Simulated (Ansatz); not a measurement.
The lowest singlet and triplet of CH2O (SMILES C=O); geometries from B3LYP-D3(BJ)/def2-TZVP, each state relaxed from the structure named, with no frequency check.
Singlet (charge 0, multiplicity 1):
```xyz
4

C     -0.5167     0.0983     0.0005
O      0.6610    -0.1258    -0.0006
H     -1.2694    -0.7141     0.0007
H     -0.9186     1.1303     0.0013
```
Triplet (charge 0, multiplicity 3):
```xyz
4

C     -0.580     0.110     0.001
O      0.706    -0.134    -0.001
H     -1.263    -0.733     0.001
H     -0.906     1.145     0.001
```

A positive gap puts the triplet lower; no zero-point energy. R- takes a restricted singlet. The triplet is unrestricted in single-reference levels. Active spaces average the two states.

Frozen-core correlation.

Run with Ansatz (a first-principles code) with Gaussian orbitals. Each number belongs to the level named beside it.

R-PBE/def2-TZVPP gives -69.81 kcal/mol for the gap E(singlet) − E(triplet), adiabatic.

Question: Predict the shift from PBE, with its sign, for: R-r2SCAN/def2-TZVPP, R-B3LYP/def2-TZVPP, R-wB97M-V/def2-TZVPP, R-B2PLYP/def2-TZVPP, R-MP2/cc-pVQZ, R-CCSD(T)/cc-pVQZ, SC-NEVPT2 on SA-CASSCF(4,3)/cc-pVQZ, FIC-MRCISD+Q on SA-CASSCF(4,3)/cc-pVQZ.

Answer: R-r2SCAN/def2-TZVPP 5.26; R-B3LYP/def2-TZVPP 0.24; R-wB97M-V/def2-TZVPP -2.99; R-B2PLYP/def2-TZVPP -3.88; R-MP2/cc-pVQZ -15.18; R-CCSD(T)/cc-pVQZ -6.19; SC-NEVPT2 on SA-CASSCF(4,3)/cc-pVQZ -10.24; FIC-MRCISD+Q on SA-CASSCF(4,3)/cc-pVQZ -6.95 kcal/mol. 2 of 8 lie above PBE; the widest gap is to R-MP2/cc-pVQZ.

Measured: singlet 1A1 below triplet by 25194 cm-1 = 72.0 kcal/mol (with zero-point energy) [NIST CCCBDB].
